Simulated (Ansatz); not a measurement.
The same path of CH$_{7}$AlOSn (11 atoms, charge 0, multiplicity 1) was run twice with different band settings. The coordinate that changes most is the dihedral H6–C1–Al2–Sn3.

Theory: RKS r2SCAN/def2-SVP (Ansatz 0.2.0).

Relaxed end points:

```xyz
11
Properties=species:S:1:pos:R:3
C -1.055 1.749 -0.278
Al -0.298 0.223 -1.237
Sn 1.039 -1.620 0.154
O 0.450 -1.436 2.077
H -1.098 1.609 0.814
H -2.072 1.989 -0.632
H -0.445 2.652 -0.468
H -0.467 0.097 -2.818
H 2.768 -1.517 0.143
H 0.640 -3.267 -0.126
H 0.604 -0.535 2.392
```

```xyz
11
Properties=species:S:1:pos:R:3
C -0.671 1.911 -0.346
Al 0.167 0.384 -1.234
Sn 0.705 -1.777 0.236
O -0.447 -1.646 1.890
H 0.098 2.670 -0.104
H -1.171 1.646 0.600
H -1.407 2.416 -0.995
H 0.534 0.441 -2.784
H 2.339 -1.986 0.772
H 0.187 -3.297 -0.374
H -0.270 -0.820 2.359
```

Common settings: spring 5.0 eV/Å²; optimiser quadratic models (default); start path IDPP; force threshold 0.05 eV/Å; end points relaxed.

| run | movable images | climbing image | iteration limit |
| --- | --- | --- | --- |
| 1 | 7 | yes | 50 |
| 2 | 1 | no | 60 |

(1) What does each run give, and how far can it be trusted?

Answers

(1) Run 1: converged after 6 iterations, highest image 0.006 eV above the first end. The top lies less than 8 meV above the higher end, about what the thresholds resolve: that end is a shoulder or a very shallow well. A vibrational analysis at the climbing image gives one clearly imaginary mode, 50i cm⁻¹: a first-order saddle point.
Run 2: converged after 4 iterations, highest image 0.006 eV above the first end. The top lies less than 8 meV above the higher end, about what the thresholds resolve: that end is a shoulder or a very shallow well. No image climbed, so the highest image needn't sit at the top of the path. So few images can step over the top or miss a turn of the path.
